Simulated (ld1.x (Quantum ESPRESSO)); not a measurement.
## PBEsol TM dataset for Sm, scalar-relativistic all-electron reference.

Input for ld1.x (Quantum ESPRESSO) 7.5:

```
&input
   title='Sm', zed=62., rel=1, dft='PBESOL', iswitch=3,
   config='[Xe] 4f6 5d0 6s1.75 6p0',
   nld=4, rlderiv=3.75, eminld=-5.0, emaxld=5.0, deld=0.02
 /
 &inputp
   pseudotype=2, tm=.true., lloc=-1, rcloc=1.85,
   nlcc=.false.,
   file_pseudopw='Sm.UPF', file_wfcaegen='ae.wfc', file_wfcncgen='nc.wfc', file_beta='beta', file_chi='chi'
 /
4
5S  1  0   2.00   0.00  1.85  1.85  0.0
5P  2  1   6.00   0.00  1.75  1.75  0.0
5D  3  2   0.00   0.00  3.45  3.45  0.0
4F  4  3   6.00   0.00  1.20  1.20  0.0
 &test
   configts(1)='4f6 5s2 5p6 5d0 6s1.75 6p0'
 /
```

Command:

```bash
ld1.x < Sm.in > Sm.out
```

Output (shortened: banner, matrices, multipoles, cross overlaps and the repeated all-electron block are left out):

```
Program LD1 v.7.5
     --------------------------- All-electron run ----------------------------

     Sm
     scalar relativistic calculation

     atomic number is 62.00
     dft =PBESOL   lsd =0 sic =0 latt =0  beta=0.20 tr2=1.0E-14
     Exchange-correlation= PBESOL
                           (   1   4  10   8   0   0   0)
     mesh =1259 r(mesh) =  99.27220 a.u. xmin = -7.00 dx = 0.01250
     1 Ry =  13.60569312 eV, c = 137.03599908

     n l     nl                  e(Ry)          e(Ha)          e(eV)
     1 0     1S 1( 2.00)     -3429.5654     -1714.7827    -46661.6146
     2 0     2S 1( 2.00)      -560.5330      -280.2665     -7626.4397
     2 1     2P 1( 6.00)      -500.0751      -250.0375     -6803.8678
     3 0     3S 1( 2.00)      -122.8745       -61.4372     -1671.7925
     3 1     3P 1( 6.00)      -103.9781       -51.9891     -1414.6946
     4 0     4S 1( 2.00)       -24.4813       -12.2406      -333.0846
     4 1     4P 1( 6.00)       -18.2712        -9.1356      -248.5929
     3 2     3D 1(10.00)       -78.3884       -39.1942     -1066.5287
     5 0     5S 1( 2.00)        -3.2877        -1.6439       -44.7319
     5 1     5P 1( 6.00)        -1.8137        -0.9069       -24.6767
     4 2     4D 1(10.00)        -9.5623        -4.7812      -130.1021
     4 3     4F 1( 6.00)        -0.2885        -0.1443        -3.9255
     5 2     5D 1( 0.00)        -0.2193        -0.1097        -2.9838
     6 0     6S 1( 1.75)        -0.3493        -0.1747        -4.7529
     6 1     6P 1( 0.00)        -0.1583        -0.0792        -2.1543

     final scf error:  9.1E-15 reached in  33 iterations

     Etot =  -20846.996952 Ry,  -10423.498476 Ha, -283637.843066 eV

     Ekin =   22284.154897 Ry,   11142.077448 Ha,  303191.373033 eV
     Encl =  -50753.257707 Ry,  -25376.628853 Ha, -690533.249349 eV
     Eh   =    8085.149610 Ry,    4042.574805 Ha,  110004.064453 eV
     Exc  =    -463.043753 Ry,    -231.521876 Ha,   -6300.031203 eV

     normalization and overlap integrals

     s(1S/1S) =  1.000000  <r> =   0.0227  <r2> =    0.0007  r(max) =   0.0144
     s(2S/2S) =  1.000000  <r> =   0.0970  <r2> =    0.0111  r(max) =   0.0819
     s(2P/2P) =  1.000000  <r> =   0.0855  <r2> =    0.0089  r(max) =   0.0662
     s(3S/3S) =  1.000000  <r> =   0.2550  <r2> =    0.0743  r(max) =   0.2341
     s(3P/3P) =  1.000000  <r> =   0.2534  <r2> =    0.0744  r(max) =   0.2283
     s(4S/4S) =  1.000000  <r> =   0.5793  <r2> =    0.3787  r(max) =   0.5408
     s(4P/4P) =  1.000000  <r> =   0.6134  <r2> =    0.4280  r(max) =   0.5615
     s(3D/3D) =  1.000000  <r> =   0.2310  <r2> =    0.0628  r(max) =   0.1869
     s(5S/5S) =  1.000000  <r> =   1.4093  <r2> =    2.2362  r(max) =   1.2654
     s(5P/5P) =  1.000000  <r> =   1.6603  <r2> =    3.1381  r(max) =   1.4339
     s(4D/4D) =  1.000000  <r> =   0.6709  <r2> =    0.5225  r(max) =   0.5903
     s(4F/4F) =  1.000000  <r> =   1.0158  <r2> =    1.4518  r(max) =   0.6129
     s(5D/5D) =  1.000000  <r> =   3.1568  <r2> =   12.3159  r(max) =   2.1660
     s(6S/6S) =  1.000000  <r> =   4.1846  <r2> =   19.8058  r(max) =   3.6160
     s(6P/6P) =  1.000000  <r> =   5.6275  <r2> =   36.0868  r(max) =   4.7606

     ------------------------ End of All-electron run ------------------------

     --------------------- Generating NC pseudopotential ---------------------

      Generating local potential from pseudized AE potential:
      Matching radius rcloc =   1.8500

      Local pseudo, rcloc= 1.864 Estimated cut-off energy=     7.14 Ry

      Wfc   5S  rcut= 1.864  Using Troullier-Martins method

      Wfc   5P  rcut= 1.730  Using Troullier-Martins method

      Wfc   5D  rcut= 3.483  Using Troullier-Martins method

      Wfc   4F  rcut= 1.189  Using Troullier-Martins method

     ------------------- End of pseudopotential generation -------------------

     Computing logarithmic derivative in   3.73085
     Message from routine run_pseudo:
     Warning: convergence not achieved
     Computing logarithmic derivative in   3.73085
     Computing the partial wave expansion
     R is outside the sphere for l=    0 j= 0.00
     R is outside the sphere for l=    1 j= 0.00
     R is outside the sphere for l=    2 j= 0.00
     R is outside the sphere for l=    3 j= 0.00

     ---------------------- Testing the pseudopotential ----------------------

     Sm
     scalar relativistic calculation

     atomic number is 62.00   valence charge is 16.00
     dft =PBESOL   lsd =0 sic =0 latt =0  beta=0.20 tr2=1.0E-14
     mesh =1259 r(mesh) =  99.27220 xmin = -7.00 dx = 0.01250

     n l     nl             e AE (Ry)        e PS (Ry)    De AE-PS (Ry)
     4 3     4F   1( 6.00)       -0.28852       -0.28848       -0.00003
     1 0     5S   1( 2.00)       -3.28773       -3.28774        0.00000
     2 1     5P   1( 6.00)       -1.81371       -1.81372        0.00001
     3 2     5D   1( 0.00)       -0.21931       -0.21931        0.00000
     2 0     6S   1( 1.75)       -0.34933       -0.35873        0.00940  !
     3 1     6P   1( 0.00)       -0.15834       -0.15897        0.00064

     eps = 9.5E-12  iter =201

     Etot =  -20846.996952 Ry,  -10423.498476 Ha, -283637.843066 eV
     Etotps =  -159.978956 Ry,     -79.989478 Ha,   -2176.624585 eV

     Ekin =     172.283389 Ry,      86.141695 Ha,    2344.034925 eV
     Encl =    -366.158846 Ry,    -183.079423 Ha,   -4981.844890 eV
     Ehrt =     145.688010 Ry,      72.844005 Ha,    1982.186349 eV
     Ecxc =     -17.956667 Ry,      -8.978333 Ha,    -244.312899 eV
     Epseu=     -93.834842 Ry,     -46.917421 Ha,   -1276.688070 eV

     ---------------------- End of pseudopotential test ----------------------
```

Generation and configuration tests took about 5 s on one core of a shared server CPU.
